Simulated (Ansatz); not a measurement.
Consider the isomerisation: `CC1(Cl)CBO1` → `C=C(Cl)BOC`.

Computed with Ansatz on PBE0-D4/def2-TZVP structures; ΔE is electronic, products minus reactants. CCSD(T)/CBS adds triple-zeta CCSD(T) − MP2 to the extrapolated MP2 energy (def2 sets, frozen cores). DFT in def2-TZVPP. B3LYP here is the variant with VWN-RPA as its local correlation; programs differ in this. Each species was taken in one conformer, which may not be the lowest.

```json
{"level": "PBE-D4", "ΔE (kcal/mol)": "5.1", "difference from CCSD(T)/CBS": "0.3"}
{"level": "r2SCAN-D4", "ΔE (kcal/mol)": "5.1", "difference from CCSD(T)/CBS": "0.3"}
{"level": "B3LYP-D4", "ΔE (kcal/mol)": "0.4", "difference from CCSD(T)/CBS": "-4.4"}
{"level": "ωB97X-V", "ΔE (kcal/mol)": "7.6", "difference from CCSD(T)/CBS": "2.8"}
{"level": "PBE", "ΔE (kcal/mol)": "4.2", "difference from CCSD(T)/CBS": "-0.6"}
{"level": "r2SCAN", "ΔE (kcal/mol)": "5.0", "difference from CCSD(T)/CBS": "0.2"}
{"level": "B3LYP", "ΔE (kcal/mol)": "-1.1", "difference from CCSD(T)/CBS": "-5.9"}
{"level": "MP2/def2-TZVPP", "ΔE (kcal/mol)": "7.2", "difference from CCSD(T)/CBS": "2.4"}
{"level": "SCS-MP2/def2-TZVPP", "ΔE (kcal/mol)": "4.8", "difference from CCSD(T)/CBS": "0.0"}
{"level": "CCSD/def2-TZVPP", "ΔE (kcal/mol)": "4.3", "difference from CCSD(T)/CBS": "-0.5"}
{"level": "CCSD(T)/def2-TZVPP", "ΔE (kcal/mol)": "4.7", "difference from CCSD(T)/CBS": "-0.1"}
{"level": "HF/def2-QZVPP", "ΔE (kcal/mol)": "-2.2", "difference from CCSD(T)/CBS": "-7.0"}
{"level": "MP2/def2-QZVPP", "ΔE (kcal/mol)": "7.2", "difference from CCSD(T)/CBS": "2.4"}
{"level": "HF/CBS(def2)", "ΔE (kcal/mol)": "-2.2", "difference from CCSD(T)/CBS": "-7.0"}
{"level": "MP2/CBS(def2)", "ΔE (kcal/mol)": "7.3", "difference from CCSD(T)/CBS": "2.5"}
{"level": "CCSD/CBS(def2)", "ΔE (kcal/mol)": "4.4", "difference from CCSD(T)/CBS": "-0.4"}
{"level": "CCSD(T)/CBS", "ΔE (kcal/mol)": "4.8", "difference from CCSD(T)/CBS": "0"}
```

Largest T1 diagnostic among the species: 0.013.

The D4 term adds +1.5 kcal/mol with B3LYP and +0.7 kcal/mol with PBE0; it sums over pairs of atoms, weighted by their polarisabilities, and B3LYP, whose exchange is more repulsive, gets the larger term. In def2-TZVPP, CCSD(T) changes the Hartree–Fock value by +6.7 kcal/mol (the triples alone add +0.4 kcal/mol) and MP2 by +9.2 kcal/mol. From PBE to PBE0 (25 % exact exchange), in def2-TZVPP and without D4, ΔE moves by +2.0 kcal/mol.

CCSD(T)/CBS has its own doubt, a few kJ/mol and more with outer-core shells, so smaller differences from it don't rank the levels.
